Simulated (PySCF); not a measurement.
Stepwise substitution at one centre (B I-SH). Gas-phase values, no solvent. One relaxed conformer stands for each flexible species; it need not be the lowest. Strings in code marks are SMILES.

The numbers are results of PySCF with PBE-D3(BJ)/def2-TZVP // PBE0-D3(BJ)/def2-TZVP, not measurements. Excitations are Tamm–Dancoff values on a coarser integration grid. The basis has no diffuse functions, so Rydberg states are missing or too high.

| species | LUMO (eV) | brightest of the four lowest singlets (TDA) (eV) |
|---|---|---|
| 0 of 3 I replaced by SH | -3.23 | 4.33 |
| 1 of 3 I replaced by SH (`SB(I)I` (H–S–B–I torsion 180°)) | -2.68 | ___ |
| 2 of 3 I replaced by SH | -2.12 | 4.98 |
| 3 of 3 I replaced by SH | ___ | 5.66 |

Question: Complete the blanks.

Answer: 
- 1 of 3 I replaced by SH (`SB(I)I` (H–S–B–I torsion 180°)), brightest of the four lowest singlets (TDA) (eV): 4.94
- 3 of 3 I replaced by SH, LUMO (eV): -1.59
